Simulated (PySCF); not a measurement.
# Ni(18+) (nickel, charge +18) across methods

[Ne], closed-shell 1S. All numbers are calculated (PySCF 2.14, no relativity, point nucleus, in an even-tempered Gaussian basis (18 s from 3.8 bohr⁻², ratio 2.2; 11 p from 4.9 bohr⁻², ratio 2.2; 6 d from 26 bohr⁻², ratio 2.4; 5 f from 38 bohr⁻², ratio 2.4; 5 g from 58 bohr⁻², ratio 2.4)).

```json
{"method": "UHF", "E (hartree)": "-1338.11531", "mean ε 1s (eV)": "-8996.1", "mean ε 2s (eV)": "-1671.4", "mean ε 2p (eV)": "-1542.5", "Σ⟨r²⟩ (bohr²)": "0.4747", "⟨S²⟩": "0.000"}
{"method": "M06-L", "E (hartree)": "-1338.622", "mean ε 1s (eV)": "-8827.8", "mean ε 2s (eV)": "-1616.7", "mean ε 2p (eV)": "-1496.2", "Σ⟨r²⟩ (bohr²)": "0.4742", "⟨S²⟩": "0.000"}
{"method": "PBE", "E (hartree)": "-1338.114", "mean ε 1s (eV)": "-8803.3", "mean ε 2s (eV)": "-1604.7", "mean ε 2p (eV)": "-1489.3", "Σ⟨r²⟩ (bohr²)": "0.4762", "⟨S²⟩": "0.000"}
{"method": "LDA", "E (hartree)": "-1335.620", "mean ε 1s (eV)": "-8786.3", "mean ε 2s (eV)": "-1602.0", "mean ε 2p (eV)": "-1488.3", "Σ⟨r²⟩ (bohr²)": "0.4768", "⟨S²⟩": "0.000"}
{"method": "M06-2X", "E (hartree)": "-1338.499", "mean ε 1s (eV)": "-8895.8", "mean ε 2s (eV)": "-1634.7", "mean ε 2p (eV)": "-1517.4", "Σ⟨r²⟩ (bohr²)": "0.4752", "⟨S²⟩": "0.000"}
{"method": "PBE0", "E (hartree)": "-1338.221", "mean ε 1s (eV)": "-8851.6", "mean ε 2s (eV)": "-1621.8", "mean ε 2p (eV)": "-1503.1", "Σ⟨r²⟩ (bohr²)": "0.4758", "⟨S²⟩": "0.000"}
{"method": "r2SCAN", "E (hartree)": "-1338.524", "mean ε 1s (eV)": "-8828.7", "mean ε 2s (eV)": "-1614.5", "mean ε 2p (eV)": "-1495.4", "Σ⟨r²⟩ (bohr²)": "0.4752", "⟨S²⟩": "0.000"}
```
